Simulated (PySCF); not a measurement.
C₇H₁₆Si.
Numbering: `[CH3:1][CH:2]([CH3:3])[Si@@H:4]1[CH2:5][CH2:6][C@@H:7]1[CH3:8]` (hydrogens: H9, H10, H11 on C1; H12 on C2; H13, H14, H15 on C3; H16 on Si4; H17, H18 on C5; H19, H20 on C6; H21 on C7; H22, H23, H24 on C8)

Computed with PBE0-D3(BJ)/def2-SVP geometry optimisation, gas phase (PySCF).

Problem. What internal coordinates does the optimisation give?

Solution. 
```
                  bond  length (Å)   order
                 C1–C2       1.528  single
                 C2–C3       1.527  single
                C2–Si4       1.892  single
                Si4–C5       1.896  single
                 C5–C6       1.553  single
                 C6–C7       1.558  single
                 C7–C8       1.523  single
                Si4–C7       1.909  single
 C1–H9, C1–H10, C1–H11       1.103  single
                C2–H12       1.106  single
C3–H13, C3–H14, C3–H15       1.103  single
               Si4–H16       1.501  single
                C5–H17       1.099  single
                C5–H18       1.102  single
                C6–H19       1.105  single
                C6–H20       1.102  single
                C7–H21       1.101  single
C8–H22, C8–H23, C8–H24       1.103  single
```

Bonds in one row agree within 0.01 Å and their mean is given. Orders are formal, as drawn. A selection of angles:
```
     angle  degrees
  C2–C1–H9    111.3
 H9–C1–H10    107.1
  C1–C2–C3    112.0
 C1–C2–Si4    111.0
 C1–C2–H12    108.3
 C3–C2–Si4    111.4
 C3–C2–H12    108.5
Si4–C2–H12    105.3
 C2–C3–H13    112.2
H13–C3–H14    107.4
 C2–Si4–C5    120.3
 C2–Si4–C7    120.2
C2–Si4–H16    109.2
 C5–Si4–C7     78.8
C5–Si4–H16    112.6
C7–Si4–H16    112.9
 Si4–C5–C6     86.5
Si4–C5–H17    121.9
Si4–C5–H18    111.2
 C6–C5–H17    116.2
 C6–C5–H18    111.6
H17–C5–H18    108.1
  C5–C6–C7    101.9
 C5–C6–H19    114.8
 C5–C6–H20    109.8
 C7–C6–H19    113.7
 C7–C6–H20    109.9
H19–C6–H20    106.8
  C6–C7–C8    113.2
 C6–C7–H21    113.3
 C8–C7–H21    109.9
 Si4–C7–C6     85.9
 Si4–C7–C8    114.9
Si4–C7–H21    117.9
 C7–C8–H22    111.2
H22–C8–H23    106.8
```

Dihedral angles: C1–C2–Si4–C5 -69° (synclinal); C2–Si4–C5–C6 -136° (anticlinal); Si4–C5–C6–C7 22° (synperiplanar); C5–C6–C7–C8 94° (anticlinal); C2–Si4–C7–C6 136° (anticlinal).

The 5 C–C bonds span 1.523 Å (C7–C8, drawn single) to 1.558 Å (C6–C7, drawn single), a spread of 0.035 Å. Si4 (SiH silicon) has angles from 78.8° to 120.3°. The 4-membered ring Si4–C5–C6–C7 has internal angles of 78.8° to 101.9°; it is puckered, 0.14 Å rms from its mean plane, widest ring torsion 22°.

Point group: C1 (no symmetry element, even within 0.4 Å). No PBE0-D3(BJ)/def2-SVP frequencies stand behind this structure, so it isn't proved a minimum. The numbers are those of one conformer.
